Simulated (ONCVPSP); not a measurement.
# tantalum, ONCV: configuration errors across variants

* Element: tantalum
* Generator: ONCVPSP 4.0.1
* Type: optimised norm-conserving Vanderbilt (ONCV)
* Functional: revPBE
* Relativity: fully relativistic
* Frozen core: [Kr] 4d10 4f14
* Valence charge: 13
* Reference configuration: 5s2 5p6 5d4 6s1
* Partial waves: 5s+6s: rc 1.80 bohr, ncon 3, nbas 6, qcut 8.7 1/bohr, 2 projectors; 5p: rc 1.50 bohr, ncon 5, nbas 9, qcut 4.6 1/bohr, 2 projectors, debl 3.6 Ha; 5d: rc 3.00 bohr, ncon 4, nbas 9, qcut 5.9 1/bohr, 2 projectors, debl 1.2 Ha
* Local potential: polynomial inside 1.50 bohr (lpopt 5, dvloc0 0 Ha)
* Core correction: polynomial model core, fcfact 0.2

Open shells are filled in proportion to 2j + 1.

All-electron excitation energies from the reference (eV): (1) 5s2 5p6 5d3 6s2 -2.082; (2) 5s2 5p6 5d3 6s1 6.316; (3) 5s2 5p6 5d3 6s0 21.150; (4) 5s2 5p6 5d4 6s0 7.715.

Errors AE − PS in meV (a dash: test not solved or not reliable):

| change | (1) | (2) | (3) | (4) | bound ghosts | GHOST(+) flags above zero |
| --- | --- | --- | --- | --- | --- | --- |
| base | +4.1 | +1.2 | -7.3 | +0.2 | none | s |
| p: qcut 2.9 | +4.1 | +1.2 | -7.3 | +0.2 | none | s |
| p: qcut 3.4 | +4.1 | +1.2 | -7.3 | +0.2 | none | s |
| p: qcut 3.8 | +4.1 | +1.2 | -7.3 | +0.2 | none | s |
| p: qcut 4.3 | +4.1 | +1.2 | -7.3 | +0.2 | none | s |
| p: qcut 4.7 | +4.1 | +1.2 | -7.3 | +0.2 | none | s |
| p: qcut 5.1 | +4.1 | +1.2 | -7.3 | +0.2 | none | s |
| p: qcut 5.4 | +4.1 | +1.2 | -7.3 | +0.2 | none | s |
| p: qcut 5.9 | +4.2 | +1.2 | -7.3 | +0.2 | none | s |
| p: qcut 7 | +4.3 | +1.3 | -7.4 | +0.2 | none | s |

**Question.** Give the same row for: p: qcut 6.4.

**Answer.** +4.2, +1.3, -7.4, +0.2; bound ghosts: none; GHOST(+) flags above zero: s.
